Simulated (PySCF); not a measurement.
J couplings in C6H9N

Cartesian coordinates in Å; atom numbers follow the order of the lines, from 1:
```xyz
16

C    -1.351    0.689    1.507
C    -1.871    0.234    0.150
C    -0.957    0.698   -0.991
C     0.348    0.084   -0.912
C     1.424   -0.452   -0.824
C     2.692   -1.072   -0.769
N     3.149   -1.524    0.317
H    -1.312    1.776    1.557
H    -2.000    0.333    2.303
H    -0.349    0.300    1.674
H    -1.941   -0.856    0.132
H    -2.872    0.639   -0.015
H    -0.835    1.784   -0.946
H    -1.405    0.445   -1.958
H     3.205   -1.115   -1.744
H     4.068   -1.956    0.252
```

Couplings: B3LYP/pcJ-1 (spin–dipole term only in couplings to heteroatoms) in PySCF 2.14.0 with density-fitted response routines, geometry GFN2-xTB; gas phase, one conformer, non-relativistic. Couplings are averaged over pairs made equivalent by symmetry, fast rotation or ring inversion, so a value needn't be that of the named pair in this geometry, while other rotamers aren't included; one pair stands for each set, and the list holds a selection of those of at least 0.8 Hz over up to four bonds.

Isotopes: $^{13}$C, $^{1}$H, $^{15}$N.

```csv
pair,bonds,J (Hz)
"C1, C2",1,34.8
"C1, H8",1,?
"C2, C3",1,33.2
"C2, H11",1,?
"C3, C4",1,?
"C3, H13",1,?
"C4, C5",1,193.9
"C5, C6",1,?
"C6, N7",1,-9.4
"C6, H15",1,?
"N7, H16",1,?
"C2, C4",2,-3.6
"C4, H13",2,-11.1
"C5, H15",2,14.4
"H13, H14",2,?
"C1, C4",3,1.5
"C2, C5",3,2.1
"C3, C6",3,1.9
"C4, N7",3,-4.0
"C4, H11",3,8.1
"C4, H15",3,4.7
"H11, H13",3,6.3
"H15, H16",3,19.8
"C2, C6",4,-1.2
"C3, H15",4,-0.9
"C6, H13",4,-2.9
```

Q: Estimate the withheld couplings, with signs.

A: 
- $^{1}J$(C1,H8) = 132.5 Hz (bond length 1.088 Å)
- $^{1}J$(C2,H11) = 135.4 Hz (bond length 1.092 Å)
- $^{1}J$(C3,C4) = 72.6 Hz (bond length 1.445 Å)
- $^{1}J$(C3,H13) = 136.8 Hz (bond length 1.095 Å)
- $^{1}J$(C5,C6) = 110.6 Hz (bond length 1.413 Å)
- $^{1}J$(C6,H15) = 164.9 Hz (bond length 1.103 Å)
- $^{1}J$(N7,H16) = -52.6 Hz (bond length 1.017 Å)
- $^{2}J$(H13,H14) = -18.5 Hz (angle at C3 108°)
